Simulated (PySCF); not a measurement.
Compound: (H2In-mu-NH2)2.
Bonds: In1–N4, In1–N8, N4–In5, In5–N8. Hydrogens: H2, H3 on In1; H9, H10 on N4; H6, H7 on In5; H11, H12 on N8.

Method: PySCF, PBE0-D3(BJ)/def2-SVP geometry optimisation, gas phase, def2 core potentials past Kr.

Q: Give the optimised bond lengths and angles.

A: 
| bond | length (pm) |
| --- | --- |
| In1–H2 and 3 like bonds | 172.8 |
| In1–N4 and 3 like bonds | 223.1 |
| N4–H9 and 3 like bonds | 102.0 |

Bonds in one row agree within 1 pm and their mean is given. A selection of angles:
| angle | degrees |
| --- | --- |
| H2–In1–H3 | 129.9 |
| H2–In1–N4 | 108.3 |
| H3–In1–N4 | 108.6 |
| N4–In1–N8 | 83.3 |
| In1–N4–In5 | 96.7 |
| In1–N4–H9 | 113.6 |
| H9–N4–H10 | 106.0 |

Torsions: N8–In1–N4–In5 0° (synperiplanar); N4–In1–N8–In5 0° (synperiplanar); In1–N4–In5–N8 0° (synperiplanar); N4–In5–N8–In1 0° (synperiplanar).

In1 (indium bonded to 2 N and 2 H) has angles from 83.3° to 129.9°. All 4 In–N bonds measure 2.230 to 2.232 Å. N4 (nitrogen bonded to 2 In and 2 H) has angles from 96.7° to 113.8°. The 4 heavy atoms lie in one plane (0.001 Å rms).

Point group: D2h (every atom within 0.08 Å of its image). Stationary, but not proved a minimum. One conformer, not necessarily the lowest.
